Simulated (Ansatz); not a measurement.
System: WO$_{2}$F, net charge 0, doublet state. SMILES of the parent species: [O]=[W](=[O])[F]

Atoms: W1, O2, O3, F4. Bonds: W1-O2, W1-O3, W1-F4.

Bond lengths (Å) and angles (degrees) optimised at PBE/6-31G* with LANL2DZ past Ar with Ansatz (a program for electronic structure); B3LYP/LANL2DZ with Ansatz; B3LYP/6-31G* with LANL2DZ past Ar with Ansatz; MP2/6-31G* with LANL2DZ past Ar with Ansatz, each started from the B3LYP-D3(BJ)/def2-TZVP structure (Ansatz) of the last column. A row stands for all coordinates that are equal there. 6-31G* holds six Cartesian d functions. No wavenumbers were computed at PBE/6-31G* with LANL2DZ past Ar, B3LYP/LANL2DZ, MP2/6-31G* with LANL2DZ past Ar, so these may be saddle points.

| coordinate | PBE/6-31G* with LANL2DZ past Ar | B3LYP/LANL2DZ | B3LYP/6-31G* with LANL2DZ past Ar | MP2/6-31G* with LANL2DZ past Ar | B3LYP-D3(BJ)/def2-TZVP |
|---|---|---|---|---|---|
| W1-O2 | 1.716 | 1.728 | 1.709 | 1.683 | 1.710 |
| W1-F4 | 1.860 | 1.897 | 1.857 | 1.849 | 1.879 |
| O2-W1-O3 | 109.4 | 109.9 | 110.6 | 108.8 | 110.4 |
| O2-W1-F4 | 119.3 | 121.9 | 121.3 | 110.2 | 120.1 |

Mean signed difference of all 3 bond lengths from B3LYP-D3(BJ)/def2-TZVP: PBE/6-31G* with LANL2DZ past Ar -0.003 Å, B3LYP/LANL2DZ 0.017 Å, B3LYP/6-31G* with LANL2DZ past Ar -0.008 Å, MP2/6-31G* with LANL2DZ past Ar -0.028 Å.
